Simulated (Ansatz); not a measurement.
Pd3⁻, relaxed as a doublet with UKS PBE0-D4/def2-TZVPD in Ansatz, starting from the GFN2-xTB geometry. Force threshold 0.02 eV/Å.

In the def2 sets Pd takes a core potential; there is no spin–orbit coupling. The structure comes from a short search, and lower isomers may exist.

Start:

```xyz
3

Pd   -0.2265   -0.0103   -1.4924
Pd    0.8375    1.0866    0.6274
Pd   -0.6110   -1.0763    0.8650
```

```tsv
step	energy (eV)	largest force component (eV/Å)	SCF passes
1	-10442.1781	0.525	28
2	-10442.1959	0.360	33
3	-10442.2057	0.013	35
```

Force components are those of the run's own axes.

End:

```xyz
3

Pd   -0.2219   -0.0107   -1.4596
Pd    0.8196    1.0634    0.6142
Pd   -0.5977   -1.0526    0.8453
```

By distances, no bond broke or formed. The bond that changes most is Pd1–Pd3, from 2.62 to 2.56 Å (atoms count from 1).

No frequencies were taken in this run, so the end may be a saddle point.

Hardware: 4 threads of Arm Neoverse V1 on a shared host. Wall time 9.1 s.
